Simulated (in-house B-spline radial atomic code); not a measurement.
Settings and results of a run for Ca II (Ca+). Method: Dirac-Hartree-Fock, average of configuration, Fermi nucleus of rms radius 3.4776 fm, inside a hard spherical wall at 4.76 bohr. Calculated with a radial B-spline atomic code at the basis-set limit.

Command:
```bash
python run_scf.py task.json out
```
Settings (nuclear radius in fm, mass in u):
```
Z                20
configuration    [Ar] 4p1
hamiltonian      dirac
method           hf
spin_polarised   False
nucleus          fermi
rms_radius       3.4776
atomic_mass      39.96259
speed_of_light   137.035999084
wall_radius      4.76
```

Output (hartree, bohr):
```
 radial grid: 64 intervals, B-splines of order 8, outer radius 4.76 bohr

 iter        energy (Eh)    residual
    1       -676.0183034    3.19e-01
    2       -678.6714175    1.29e-01
    3       -679.1226166    4.45e-02
    4       -679.1736476    1.56e-02
    5       -679.1796652    3.97e-03
    6       -679.1803435    2.67e-04
    7       -679.1803452    3.45e-05
    8       -679.1803453    2.82e-06
    9       -679.1803453    2.15e-07

 total energy                     -679.180345
 kinetic                            686.16654
 electron-nucleus                 -1612.82880
 electron-electron                  247.48191

 first-order corrections (not in the total)
   Gaunt                            0.20795
   retardation                     -0.01681
   frequency dependence            -0.00028
   self-energy                      0.13571
   Uehling                         -0.00996
   Wichmann-Kroll                   0.00004

 orbital      occ     eigenvalue          <r>       <r^2>       <1/r>       r_max    small
 1s1/2      2.000     -150.31647    0.0767694  0.00792739      19.748      0.0503  5.11e-03
 2s1/2      2.000      -17.12441     0.361064    0.154236     4.08753      0.2987  8.71e-04
 2p1/2      2.000      -13.89110     0.324404    0.129935     3.98731      0.2455  8.38e-04
 2p3/2      4.000      -13.75200     0.326833    0.131748      3.9468      0.2475  8.31e-04
 3s1/2      2.000       -2.42967      1.15786       1.543     1.19322      0.9931  1.58e-04
 3p1/2      2.000       -1.52492      1.26729     1.88323     1.06607       1.048  1.32e-04
 3p3/2      4.000       -1.50963      1.27453     1.90451     1.05846       1.054  1.31e-04
 4p1/2      0.333       -0.08096      2.86702     8.96435     0.45625       3.028  4.43e-05
 4p3/2      0.667       -0.07763      2.86922     8.98043    0.456053       3.034  4.45e-05
```

Run time, properties included: 0.55 s on 1 thread of Arm Neoverse V1, with other jobs on the host.

For the Dirac Hamiltonian the kinetic term is c α·p + (β - 1)c².
